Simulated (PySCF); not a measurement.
C5H8OP2S.
Numbering: `[CH3:1][P@@:2](=[O:3])([PH2:4])[c:5]1[cH:6][cH:7][cH:8][s:9]1` (hydrogens: H10, H11, H12 on C1; H13, H14 on P4; H15 on C6; H16 on C7; H17 on C8)

The same species was optimised twice, with GFN2-xTB and with PBE0-D3(BJ)/def2-SVP (PySCF), and the same property calculations (PySCF, gas phase) were run on both structures.

| coordinate | GFN2-xTB | PBE0-D3(BJ)/def2-SVP | change |
| --- | --- | --- | --- |
| P2–P4 (Å) | 2.189 | 2.224 | +0.035 |
| P2=O3 (Å) | 1.468 | 1.497 | +0.029 |
| C1–P2 (Å) | 1.834 | 1.813 | -0.021 |
| C7–C8 (Å) | 1.358 | 1.371 | +0.013 |
| C5–C6 (Å) | 1.363 | 1.376 | +0.013 |
| C6–C7 (Å) | 1.411 | 1.421 | +0.010 |
| C5–S9 (Å) | 1.732 | 1.727 | -0.005 |
| P2–C5 (Å) | 1.807 | 1.804 | -0.003 |
| C8–S9 (Å) | 1.717 | 1.716 | -0.001 |
| P2–C5–S9 (°) | 123.8 | 126.1 | +2.3 |
| C1–P2–O3 (°) | 114.1 | 116.2 | +2.1 |
| P2–C5–C6 (°) | 124.6 | 122.8 | -1.8 |
| C1–P2–P4 (°) | 104.8 | 103.1 | -1.7 |
| P4–P2–C5 (°) | 109.2 | 108.0 | -1.2 |
| C5–S9–C8 (°) | 90.9 | 91.9 | +1.0 |
| O3–P2–P4 (°) | 111.5 | 112.3 | +0.8 |
| O3–P2–C5 (°) | 112.2 | 111.5 | -0.7 |
| C1–P2–C5–C6 (°) | 133 | 134 | +1 |

Rotational constants: A = 1722, B = 703.6, C = 650.2 MHz (GFN2-xTB) against A = 1696, B = 702.2, C = 642.3 MHz (PBE0-D3(BJ)/def2-SVP). Point groups within 0.08 Å: C1 and C1.

On the GFN2-xTB structure: HOMO (eV) -7.17 [PBE0/pcSseg-1]; LUMO (eV) -1.32 [PBE0/pcSseg-1]; dipole (D) 4.03 [PBE0/pcSseg-1]; GIAO shielding of C1 (ppm) 158.5 [PBE0/pcSseg-1]; GIAO shielding of P2 (ppm) 313.2 [PBE0/pcSseg-1]; GIAO shielding of O3 (ppm) 219.0 [PBE0/pcSseg-1]; GIAO shielding of P4 (ppm) 490.8 [PBE0/pcSseg-1]; GIAO shielding of C5 (ppm) 34.0 [PBE0/pcSseg-1]; GIAO shielding of C6 (ppm) 46.1 [PBE0/pcSseg-1]; GIAO shielding of C7 (ppm) 55.3 [PBE0/pcSseg-1]; GIAO shielding of C8 (ppm) 46.2 [PBE0/pcSseg-1].

Problem. What do these properties become on the PBE0-D3(BJ)/def2-SVP structure?

Solution. 
```
                                    property          level  on GFN2-xTB  on PBE0-D3(BJ)/def2-SVP  change
                                   HOMO (eV)  PBE0/pcSseg-1        -7.17                    -7.14   +0.03
                                   LUMO (eV)  PBE0/pcSseg-1        -1.32                    -1.37   -0.05
                                  dipole (D)  PBE0/pcSseg-1         4.03                     4.08   +0.05
energy, GFN2-xTB geometry as zero (kcal/mol)  PBE0/pcSseg-1          0.0                     -2.0    -2.0
                  GIAO shielding of C1 (ppm)  PBE0/pcSseg-1        158.5                    158.5     0.0
                  GIAO shielding of P2 (ppm)  PBE0/pcSseg-1        313.2                    307.8    -5.4
                  GIAO shielding of O3 (ppm)  PBE0/pcSseg-1        219.0                    210.4    -8.6
                  GIAO shielding of P4 (ppm)  PBE0/pcSseg-1        490.8                    463.0   -27.8
                  GIAO shielding of C5 (ppm)  PBE0/pcSseg-1         34.0                     34.8    +0.8
                  GIAO shielding of C6 (ppm)  PBE0/pcSseg-1         46.1                     41.4    -4.7
                  GIAO shielding of C7 (ppm)  PBE0/pcSseg-1         55.3                     52.1    -3.2
                  GIAO shielding of C8 (ppm)  PBE0/pcSseg-1         46.2                     44.2    -2.0
```

The heavy atoms differ by 0.031 Å rms after alignment. Among bonds between heavy atoms P2–P4 changes most (+0.035 Å). Changes are differences of the printed values. Neither structure is proved a minimum here.

Conformer computed: `[CH3:1][P@@:2](=[O:3])([PH2:4])[c:5]1[cH:6][cH:7][cH:8][s:9]1`: C1–P2–C5–C6 134°, H–P4–P2–C1 171°, H–P4–P2–C1 77°.
